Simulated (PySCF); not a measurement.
Mg(SH)(GeH3), SMILES [SH][Mg][GeH3] at its PBE0/def2-SVP optimised geometry (Å):

```
7

Mg    -1.5767    -2.0794    -1.9606
S     -2.4744    -3.2441    -3.7518
H     -2.9537    -4.2345    -2.9639
Ge    -0.5641    -0.7448     0.0000
H     -0.9833     0.7448     0.0000
H     -0.9816    -1.2955     1.3850
H      0.9833    -0.7448     0.0000
```

Computed with PBE0/def2-TZVP run with PySCF 2.14.0.

Map of the deformation density (molecule minus spherical neutral atoms) (e/bohr³) on the plane z = 1.2 Å:

```
|                               |
|                               |
|                               |
|                               |
|                               |
|                               |
|                               |
|                               |
|                               |
|                               |
|                               |
|                               |
|                               |
|                               |
|                               |
|                               |
|                               |
|         ...                   |
|        .::::.                 |
|       .:-==-:.                |
|       .:+##+-.                |
|       .-*@@*-.                |
|       .:+%#+:.                |
|        .:==-..                |
|         .....                 |
|                               |
|                               |
|                               |
|                               |
|                               |
|                               |
```
Scale: ten equal steps from -0.004 (start of ' ') to 0.062 (end of '@'), in the order ' .:-=+*#%@'; x runs from -3.00 to 3.00, y from -3.00 (bottom) to 3.00 (top).
